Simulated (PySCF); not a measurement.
First SCF of a structure search on doublet RuN(OH)2, at a hand-made trigonal planar (heavy-atom frame) geometry. PySCF input:

```python
from pyscf import gto, scf, dft
mol = gto.M(atom='''
Ru     0.000000     0.000000     0.000000
N      1.740000     0.000000     0.000000
O     -0.940000     1.628100     0.000000
O     -0.940000    -1.628100     0.000000
H     -0.611700     2.530200     0.000000
H     -1.885400    -1.794800     0.000000''',
    basis={'Ru': 'def2-TZVP', 'N': 'def2-TZVP', 'O': 'def2-TZVP', 'H': 'def2-TZVP'},
    ecp={'Ru': 'def2-TZVP'},
    charge=0, spin=1)
mf = dft.UKS(mol, xc='PBE0')
mf.grids.atom_grid = (50, 194)
aux = {'Ru': 'def2-universal-JKFIT', 'N': 'def2-universal-JKFIT', 'O': 'def2-universal-JKFIT', 'H': 'def2-universal-JKFIT'}
mf = mf.density_fit(auxbasis=aux)
mf.conv_tol = 1e-08
mf.diis_space = 10
mf.max_cycle = 60
mf.init_guess = 'minao'
mf.verbose = 4
mf.kernel()
```

Excerpt of the output (cycles alone):

```
init E= -293.116802826742
cycle= 1 E= -299.923735365448  delta_E= -6.81  |g|= 1.74  |ddm|= 3.13
cycle= 2 E= -289.215768881391  delta_E= 10.7  |g|= 4.64  |ddm|= 5.21
cycle= 3 E= -300.933597719132  delta_E= -11.7  |g|= 0.625  |ddm|= 4.96
cycle= 4 E= -300.91413483834  delta_E= 0.0195  |g|= 0.677  |ddm|= 0.662
cycle= 5 E= -301.084555942663  delta_E= -0.17  |g|= 0.139  |ddm|= 0.355
cycle= 6 E= -301.08724778379  delta_E= -0.00269  |g|= 0.114  |ddm|= 0.127
cycle= 7 E= -301.091561166821  delta_E= -0.00431  |g|= 0.0541  |ddm|= 0.0626
cycle= 8 E= -301.092730244251  delta_E= -0.00117  |g|= 0.0145  |ddm|= 0.0309
cycle= 9 E= -301.092929649456  delta_E= -0.000199  |g|= 0.0059  |ddm|= 0.0169
cycle= 10 E= -301.093043215349  delta_E= -0.000114  |g|= 0.00415  |ddm|= 0.0128
cycle= 11 E= -301.09318116501  delta_E= -0.000138  |g|= 0.00327  |ddm|= 0.0187
cycle= 12 E= -301.093335044084  delta_E= -0.000154  |g|= 0.00227  |ddm|= 0.0284
cycle= 13 E= -301.093423905562  delta_E= -8.89e-05  |g|= 0.000999  |ddm|= 0.0314
cycle= 14 E= -301.093433626322  delta_E= -9.72e-06  |g|= 0.000419  |ddm|= 0.0117
cycle= 15 E= -301.09343477463  delta_E= -1.15e-06  |g|= 0.000281  |ddm|= 0.00229
cycle= 16 E= -301.093435796245  delta_E= -1.02e-06  |g|= 0.000242  |ddm|= 0.0025
cycle= 17 E= -301.093436910241  delta_E= -1.11e-06  |g|= 0.000218  |ddm|= 0.00349
cycle= 18 E= -301.093437901709  delta_E= -9.91e-07  |g|= 0.000139  |ddm|= 0.0048
cycle= 19 E= -301.093438129981  delta_E= -2.28e-07  |g|= 0.000152  |ddm|= 0.00206
cycle= 20 E= -301.09343824825  delta_E= -1.18e-07  |g|= 5.34e-05  |ddm|= 0.00196
cycle= 21 E= -301.093438261778  delta_E= -1.35e-08  |g|= 3.46e-05  |ddm|= 0.000604
cycle= 22 E= -301.093438264474  delta_E= -2.7e-09  |g|= 1.6e-05  |ddm|= 0.000178
Extra cycle  E= -301.09343826497  delta_E= -4.96e-10  |g|= 2.21e-05  |ddm|= 3.9e-05
converged SCF energy = -301.09343826497  <S^2> = 0.83438578  2S+1 = 2.0826769
```

This is not the lowest solution: another start and a stability analysis within the same unrestricted form found one 51.1 kJ/mol lower, at -301.11292 Eh.

With open d or f shells other occupations or spin states may lie lower.

The search for the lowest solution, 3 starts and the stability check together, took 43 s on 4 threads of a shared Arm Neoverse V1 host, with 145 basis functions; the process peaked at 0.96 GiB. Launch command: `OMP_NUM_THREADS=4 python axn.py task.json out`.
